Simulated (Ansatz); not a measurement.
Born–Oppenheimer molecular dynamics of CH₇BFN (11 atoms, charge 0, multiplicity 1). It starts at the highest image of a converged band. Of that band: Neighbouring images differ by up to 1.4 eV, so the band resolves the path poorly. A vibrational analysis at the climbing image gives one clearly imaginary mode, 1300i cm⁻¹: a first-order saddle point.

These are results of Ansatz 0.2.0, RKS PBE/6-31G*, not measurements.

* ensemble: NVE (velocity Verlet)
* time step: 0.5 fs
* steps asked: 200
* starting velocities drawn for: 300 K
* seed: 5017

First frame:

```xyz
11
Properties=species:S:1:pos:R:3
B 0.131 0.324 -0.024
H -0.592 -0.342 1.025
F 1.353 -0.289 -0.091
H -0.638 0.232 -0.955
N 0.093 1.735 0.651
H 0.911 1.915 1.242
C -0.378 2.916 -0.072
H -1.302 2.656 -0.612
H -0.609 3.741 0.623
H 0.361 3.275 -0.815
H -0.568 0.644 1.215
```

(1) How far do the bonds stretch over the last three quarters of this one trajectory? (Pairs bonded in most of those frames.)

Answers

(1) 
```json
{"bond": "B1–F3", "mean (Å)": "1.356", "spread (Å)": "0.024", "shortest": "1.32", "longest": "1.40"}
{"bond": "B1–H4", "mean (Å)": "1.214", "spread (Å)": "0.022", "shortest": "1.18", "longest": "1.25"}
{"bond": "B1–N5", "mean (Å)": "1.416", "spread (Å)": "0.029", "shortest": "1.36", "longest": "1.46"}
{"bond": "H2–H11", "mean (Å)": "0.751", "spread (Å)": "0.011", "shortest": "0.74", "longest": "0.77"}
{"bond": "N5–H6", "mean (Å)": "1.031", "spread (Å)": "0.030", "shortest": "0.98", "longest": "1.08"}
{"bond": "N5–C7", "mean (Å)": "1.466", "spread (Å)": "0.038", "shortest": "1.39", "longest": "1.54"}
{"bond": "C7–H8", "mean (Å)": "1.103", "spread (Å)": "0.012", "shortest": "1.08", "longest": "1.13"}
{"bond": "C7–H9", "mean (Å)": "1.108", "spread (Å)": "0.012", "shortest": "1.09", "longest": "1.13"}
{"bond": "C7–H10", "mean (Å)": "1.108", "spread (Å)": "0.017", "shortest": "1.08", "longest": "1.13"}
```

Mean temperature of the second half: 1438 K. The conserved energy stayed within 0.18 meV per atom of its start (net change 0.097 meV per atom), so the integration is sound. The system heated up, since it started high on the potential surface and ran downhill. A run of 0.1 ps of so small a system gives no equilibrium averages. The orbitals stay closed-shell, which can raise the energy where a bond breaks towards radicals; this wasn't checked here.

The run took 3.7 min on 1 thread of INTEL(R) XEON(R) PLATINUM 8581C CPU @ 2.30GHz (Emerald Rapids), on a shared host, peak memory 0.12 GiB.
